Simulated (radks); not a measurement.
Excited configurations of Lu I: one electron is placed in a higher orbital outside [Xe] 4f14 6s2. The ground configuration is [Xe] 4f14 5d1 6s2. Calculated with a radial shooting solver on a logarithmic mesh with Libxc functionals: non-relativistic Kohn-Sham, SCAN, spin-unpolarised, spherical densities, point nucleus; meta-GGA in the generalised Kohn-Sham scheme; relativity is left out, which matters for an element this heavy. Excitation = E - E(ground); binding = E(ion) - E, where the ion is the core of charge +1; n* = 1/sqrt(2 binding) in atomic units, and the quantum defect is n - n*.

\begin{tabular}{lrrrrrr}
outer orbital & excitation (eV) & binding (eV) & n* & quantum defect & eigenvalue (eV) & <r> (bohr) \\ \hline
6p & 1.812 & 4.419 & 1.755 & 4.245 & -2.311 & 4.736 \\
6f & 5.653 & 0.578 & 4.853 & 1.147 & -0.326 & 31.07 \\
7s & 4.051 & 2.180 & 2.498 & 4.502 & -1.332 & 9.691 \\
7d & 5.362 & 0.869 & 3.956 & 3.044 & -0.484 & 21.43 \\
7f & 5.812 & 0.419 & 5.701 & 1.299 & -0.252 & 47.01 \\
\end{tabular}

The Delta-SCF ionisation energy is 6.231 eV (NIST Atomic Spectra Database: 5.426 eV, measured). Self-interaction in the functional shifts the binding energies and quantum defects, so they are the method's values and not measured ones. Relativity is left out here, which matters for elements this heavy. Spin polarisation and multiplet splitting are left out, so open shells lie too high by an amount that depends on their filling.

Beside tabulated values, note that spin-unpolarised runs miss the spin-polarisation part of the exchange energy of open shells.
